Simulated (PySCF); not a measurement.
A run for PySCF: D3(BJ) and D4 dispersion corrections on C2H7B (SMILES CBC), a point of a torsion scan.

```python
from pyscf import gto
from pyscf.dispersion import dftd3, dftd4

mol = gto.M(
    atom='''
    C     1.35788393    0.22063808    0.11928171
    B     0.10563101   -0.37549395   -0.62060410
    C    -1.16034788   -0.82369190    0.19754920
    H     1.75882389   -0.50658669    0.82560264
    H     1.07431957    1.08260906    0.72295709
    H     2.16997446    0.52651203   -0.53513130
    H     0.09593291   -0.49806078   -1.78811133
    H    -1.38705976   -1.87255434    0.00688774
    H    -2.04054230   -0.27361358   -0.13538061
    H    -1.07504934   -0.69217708    1.27342650
    ''',
    basis='def2-svp',
    charge=0, spin=0, verbose=0, max_memory=1800)
d3, d4 = {}, {}
for xc in ['hf', 'pbe', 'blyp', 'revpbe', 'tpss', 'r2scan', 'b3lyp', 'pbe0', 'bhlyp', 'camb3lyp', 'b2plyp']:
    d3[xc] = float(dftd3.DFTD3Dispersion(mol, xc=xc, version='d3bj', atm=False).get_dispersion()['energy'])
    print(f'D3(BJ) {xc:10s} {d3[xc]:14.8f} Eh')
for xc in ['hf', 'pbe', 'blyp', 'revpbe', 'tpss', 'r2scan', 'b3lyp', 'pbe0', 'bhlyp', 'camb3lyp', 'b2plyp']:
    d4[xc] = float(dftd4.DFTD4Dispersion(mol, xc={'camb3lyp': 'cam-b3lyp'}.get(xc, xc), atm=True).get_dispersion()['energy'])
    print(f'D4     {xc:10s} {d4[xc]:14.8f} Eh')
```

The log:

```
D3(BJ) hf            -0.04368535 Eh
D3(BJ) pbe           -0.00513466 Eh
D3(BJ) blyp          -0.01059746 Eh
D3(BJ) revpbe        -0.01347931 Eh
D3(BJ) tpss          -0.00630940 Eh
D3(BJ) r2scan        -0.00139248 Eh
D3(BJ) b3lyp         -0.00859690 Eh
D3(BJ) pbe0          -0.00428914 Eh
D3(BJ) bhlyp         -0.00650666 Eh
D3(BJ) camb3lyp      -0.00366151 Eh
D3(BJ) b2plyp        -0.00382725 Eh
D4     hf            -0.01783059 Eh
D4     pbe           -0.00449676 Eh
D4     blyp          -0.01021482 Eh
D4     revpbe        -0.01621054 Eh
D4     tpss          -0.00609201 Eh
D4     r2scan        -0.00111686 Eh
D4     b3lyp         -0.00717622 Eh
D4     pbe0          -0.00372818 Eh
D4     bhlyp         -0.00488378 Eh
D4     camb3lyp      -0.00368993 Eh
D4     b2plyp        -0.00312210 Eh
```

The run finished.

Cost: around 0.03 core-seconds (rough).
